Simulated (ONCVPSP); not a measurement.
## Al (Z = 13), ONCV: configuration errors across variants

```json
{"Element": "aluminium", "Generator": "ONCVPSP 4.0.1", "Type": "optimised norm-conserving Vanderbilt (ONCV)", "Functional": "PBE", "Relativity": "scalar-relativistic", "Frozen core": "[Ne]", "Valence charge": "3", "Reference configuration": "3s1.5 3p1.5", "Partial waves": "3s: rc 2.25 bohr, ncon 5, nbas 8, qcut 2.8 1/bohr, 1 projector; 3p: rc 2.05 bohr, ncon 3, nbas 7, qcut 4.1 1/bohr, 2 projectors, debl 2 Ha", "Local potential": "polynomial inside 1.45 bohr (lpopt 1, dvloc0 0 Ha)", "Core correction": "none"}
```

All-electron excitation energies from the reference (eV): (1) 3s2 3p1 -2.546; (2) 3s2 3p0 3.215; (3) 3s1 3p0 22.441; (4) 3s2 3p0.5 -0.460.

A true bound ghost makes a file unfit for plane-wave use even where its test errors are small: the radial tests pick states by their node count and pass the ghost by.

Errors AE − PS in meV (a dash: test not solved or not reliable):

| change | (1) | (2) | (3) | (4) | bound ghosts | GHOST(+) flags above zero |
| --- | --- | --- | --- | --- | --- | --- |
| base | +1.7 | +1.9 | +22 | +1.7 | none | s |
| p: rc 1.42; local potential polynomial inside 1.42 bohr (lpopt 1, dvloc0 0 Ha) | +1.0 | -3.7 | +9.5 | -0.6 | p | s, p |
| p: rc 1.8 | +1.5 | +1.0 | +20 | +1.3 | none | s |
| p: rc 1.92 | +1.6 | +1.6 | +22 | +1.5 | none | s |
| p: rc 2.08 | +1.7 | +1.9 | +22 | +1.7 | none | s |
| p: rc 2.24 | +1.7 | +2.0 | +22 | +1.8 | none | s |
| p: rc 2.52 | +1.8 | +1.8 | +21 | +1.8 | none | s |
| p: rc 2.66 | +1.8 | +1.6 | +20 | +1.8 | none | s |
| p: rc 2.84 | +1.9 | +1.3 | +18 | +1.8 | none | s |
| p: rc 3.02 | +2.0 | +1.0 | +16 | +1.8 | none | s |

Task: Give the same row for: p: rc 1.58.

Result: +1.2, -1.4, +16, +0.3; bound ghosts: none; GHOST(+) flags above zero: s, p.
